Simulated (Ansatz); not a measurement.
A run for Ansatz (a quantum-chemistry and plane-wave program): R-B3LYP/def2-TZVPP on FH2NSi (SMILES N[Si]F), a point of a torsion scan.

Ansatz 0.2 input:
```yaml
crystal:
  periodic: [false, false, false]
  atoms:
    - {symbol: N, position_ang: [-0.59662010, -0.05823962, 0.05757512]}
    - {symbol: Si, position_ang: [0.97221097, -0.56766360, 0.48480394]}
    - {symbol: F, position_ang: [0.72251903, -2.15021105, 0.09877819]}
    - {symbol: H, position_ang: [-0.91861281, 0.89046361, 0.13125080]}
    - {symbol: H, position_ang: [-1.30784082, -0.68296616, -0.29903853]}
basis:
  gaussian:
    orbitals: def2-TZVPP
hamiltonian:
  xc: {name: B3LYP}
scf: {lower_state_search: off}
```

Output:

```
WARN ansatz: RAYON_NUM_THREADS=1 ignored (pool sized by the plan → 1); use --threads N
Functional definition: B3LYP
these checks for a lower state are left out or cut short: stability, starts, cluster_reference, orbital_swaps, neighbouring_geometries, increment
integrals: 0.04 GiB planned
720 factors; their error is unknown
mean field: 0.40 GiB planned
mean field evaluation 1: about -12112.4265 eV, gradient 7.3e1 eV
mean field evaluation 2: about -12084.8039 eV, gradient 1.2e2 eV
mean field evaluation 4: about -12121.4563 eV, gradient 1.1e1 eV
mean field evaluation 8: about -12121.6611 eV, gradient 1.5e-1 eV
mean field evaluation 16: about -12121.6611 eV, gradient 4.2e-6 eV
mean field -12121.66110313 eV, -445.4628291830 hartree, gradient 4.2e-6 eV, S^2 0.000000; 0 other end points of the search recorded, 0 dependent functions left out
reference -12121.66129212 eV, -445.4628361284 hartree; 16, 16 occupied and 116, 116 virtual orbitals, 720 factors
Total energy: -12121.66129212 eV, -445.4628361284 hartree
Checks for a lower state left out: stability, starts, cluster_reference, orbital_swaps, neighbouring_geometries, increment
```

Self-consistency was reached.

Cost: roughly 1.1 core-seconds.
